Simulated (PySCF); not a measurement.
# C₆ coefficients of unlike pairs at LC-wPBE

Calculated with PySCF 2.14 from the dipole response of each species, C₆(A,B) = (3/π) ∫ α_A(iu) α_B(iu) du, in atomic units, from isotropic polarisabilities. For ions this is the dispersion term alone; charge-induced terms of lower order in 1/R come first.

| species | configuration | basis | relativity | α (bohr³) | C₆ (like pair) |
| --- | --- | --- | --- | --- | --- |
| Zr³⁺ | [Kr] 4d1 (2D) | def2-TZVPPD with the def2 core potential (28 electrons) (6s4p3d2f1g) | core potential | 5.471 | 22.40 |
| Fe²⁺ | [Ar] 3d6 (5D) | aug-cc-pVTZ (8s7p5d3f2g) | none | 3.742 | 10.92 |
| Si³⁺ | [Ne] 3s1 (2S) | x2c-TZVPPall with one added diffuse shell each of s, p, d type (6s6p4d1f) | spin-free X2C | 7.568 | 14.70 |

(1) Estimate C₆ for Si³⁺ with Fe²⁺.

No spin-orbit coupling is included.

The other pairs:

```
      pair     C₆
Si³⁺, Zr³⁺  15.93
Fe²⁺, Zr³⁺  15.56
```

## Answers

(1) The integral gives 10.95. The combination rule 2 C_A C_B / (C_A α_B/α_A + C_B α_A/α_B) gives 10.94 and the geometric mean 12.67.
